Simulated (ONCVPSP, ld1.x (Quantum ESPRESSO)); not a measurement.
## Hardness and transferability of assorted potentials

Generated with ld1.x 7.5 (TM, RRKJ, ultrasoft, PAW), atompaw 4.2 or ONCVPSP 4.0.1. The cutoff is in Ry: for ld1.x and atompaw files where the sum of valence levels is converged to 10 mRy in a Bessel basis, for ONCV files where the hardest occupied wave has 1 mHa per electron of residual kinetic energy. The error is the largest all-electron minus pseudo excitation energy over each file’s own four to seven test configurations (ionisations up to +4, promotions, holes and added fractions of an electron), all of which were solved. The labels leave out finer settings (local radius, basis sizes, second energies), which also bear on the numbers. Spin-polarised tests are not counted. The rows are a selection from randomly drawn settings: files with unsolved tests, undetermined cutoffs or missed reference levels are left out.

```csv
element,potential,cutoff (Ry),largest error (meV),bound ghosts
He,"ONCV, LDA (Perdew-Wang 92), scalar-relativistic, rc 0.40/0.40 (sp), local smoothed, core correction no, reference 1s1, qcut 14.4/19.1, projectors 2/2",213,+6.0,none
F,"ONCV, PBE, non-relativistic, rc 0.80/1.30/1.10 (spd), local smoothed, core correction no, reference 2s1 2p6, qcut 10.5/13.4/7.6, projectors 2/3/1",104,+1385,none
Rb,"ONCV, LDA (Perdew-Wang 92), scalar-relativistic, rc 2.30/2.30/2.35 (spd), local smoothed, core correction no, reference 4s2 4p6 5s1, qcut 6.6/5.7/4.2, projectors 2/2/2",23,-8.1,none
Sb,"ONCV, PBEsol, fully relativistic, rc 1.90/2.45 (sp), local smoothed, core correction no, reference 5s2 5p2.75, qcut 3/2.8, projectors 1/2",42,-30,none
Er,"ONCV, PBE, scalar-relativistic, rc 2.25/2.50/2.25 (spd), local smoothed, core correction no, reference 5s2 5p6 5d1 6s1 6p1, qcut 6.3/6.3/4.5, projectors 2/2/2",22,+17,none
Pt,"PAW, LDA (PZ), scalar-relativistic, rc 2.60/2.80/1.55 (spd), local smoothed, core correction yes, reference 5d8 6s2 6p0",45,-104,none
```

Q: Fill in the row for B: ONCV, LDA (Perdew-Wang 92), scalar-relativistic, rc 1.40/3.90 (sp), local smoothed, core correction no, reference 2s2 2p0.75, qcut 4.2/4.4, projectors 2/2.

A: cutoff 31 Ry, largest error +449 meV, bound ghosts: none.

Q: Fill in the row for Mg: ONCV, LDA (Perdew-Wang 92), scalar-relativistic, rc 1.35/0.70/1.15 (spd), local smoothed, core correction no, reference 2s2 2p6 3s1.5, qcut 11.2/17.2/9.8, projectors 2/3/1.

A: cutoff 247 Ry, largest error -170 meV, bound ghosts: none.
